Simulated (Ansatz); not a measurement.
Molecule: NbCl4, charge 1, multiplicity 1. The spin state was set by rule; other spins were not relaxed. 
Structure (B3LYP-D3(BJ)/def2-TZVP (Ansatz, a quantum-chemistry and plane-wave program) minimum search):
```xyz
5

Nb     0.0000     0.0000     0.0000
Cl     1.7168    -0.5795    -1.2669
Cl     0.7040     0.3992     2.0575
Cl    -0.9415     1.8231    -0.8235
Cl    -1.4793    -1.6429     0.0329
```
Charge +1, spin multiplicity 1.

Total electronic energies in hartree. Valence correlation only, unless marked. Spin-orbit coupling is left out. Frozen are the shells of the preceding noble gas and the d and f shells that filled before the atom's block. In def2 rows, elements after Kr have scalar-relativistic effective core potentials. STO-3G rows are all-electron and non-relativistic. CBS marks a two-point X^-3 extrapolation of the correlation energy; Hartree-Fock from the larger set.

| level | program | energy (Eh) |
|---|---|---|
| RI-HF/def2-TZVPP | Ansatz | -1894.37859 |
| BLYP-D4/def2-TZVPD | Ansatz + dftd4 | [?] |
| PBE0/def2-TZVPD | Ansatz | [?] |
| r2SCAN0/def2-TZVPD | Ansatz | -1897.64884 |
| LC-wPBE-D3(BJ)/def2-TZVPD | Ansatz + dftd3 | -1897.28930 |
| MP2/def2-SVPD | Ansatz | -1894.49925 |
| SCS-MP2/STO-3G | Ansatz | -5534.59525 |
| CCSD(T)/def2-QZVPP | Ansatz | -1895.55460 |
| CCSD(T)/CBS(def2-TZVPP,def2-QZVPP) | Ansatz | -1895.6136 |

Q: Complete the blanks.

A: 
- BLYP-D4/def2-TZVPD, energy (Eh): -1897.80862
- PBE0/def2-TZVPD, energy (Eh): -1897.18485
